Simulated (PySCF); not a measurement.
Mo(NH)2(OH)2 (H4MoN2O2), SMILES [NH]=[Mo](=[NH])([OH])[OH], multiplicity 1. Coordinates come from a B3LYP-D3(BJ)/def2-SVP optimisation. The spin state was assumed, not searched. The def2 effective core potentials stand for the cores of Mo; spin–orbit coupling is left out. One conformer was computed; it need not be the lowest.

Level of theory: B3LYP-D3(BJ)/def2-SVP (PySCF).

Harmonic wavenumbers (cm⁻¹): 193, 232, 239, 253, 272, 283, 326, 395, 554, 590, 661, 678, 692, 750, 758, 995, 1017, 3595, 3598, 3843, 3846. Rotational constants (GHz): 3.635, 3.261, 3.142; symmetry number 2.

Task: Work out the zero-point energy and the ideal-gas rigid-rotor harmonic-oscillator thermochemistry at 298.15 K and 1 atm.

Result: ZPE = ½ Σ hcν = ½ × 23769 cm⁻¹ = 142.17 kJ/mol. H − E(el) = 164.29 kJ/mol. Entropy in J/(mol K): translation 172.04, rotation 105.36, vibration 65.39, total 342.80. G − E(el) = 62.08 kJ/mol. Cp = 119.97 J/(mol K).
